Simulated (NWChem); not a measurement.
Molecule: ScH3O3; SMILES [OH][Sc]([OH])[OH]

```xyz
7

Sc     0.0000     0.0000     0.0032
O      0.4264     1.8170    -0.0014
H      1.0514     2.5419    -0.0113
O      1.3604    -1.2778    -0.0014
H      1.6756    -2.1815    -0.0113
O     -1.7868    -0.5393    -0.0014
H     -2.7270    -0.3604    -0.0113
```
Atoms are numbered in this order, from 1.

Program: NWChem. Structure relaxed at the PBE0/def2-SVP level. Total energies compare along this basis series because the functional is fixed.

| level | basis functions | energy (Ha) | highest occupied level (eV) | orbital gap (eV) |
|---|---|---|---|---|
| PBE0/cc-pVDZ | 100 | -987.9803 | ___ | ___ |
| PBE0/aug-cc-pVDZ | 155 | -988.0038 | -8.37 | 6.98 |
| PBE0/cc-pVTZ | 200 | -988.0551 | -8.26 | 6.94 |

Question: Some entries are withheld; supply them.

Answer: 
- PBE0/cc-pVDZ, highest occupied level (eV): -8.12
- PBE0/cc-pVDZ, orbital gap (eV): 6.82
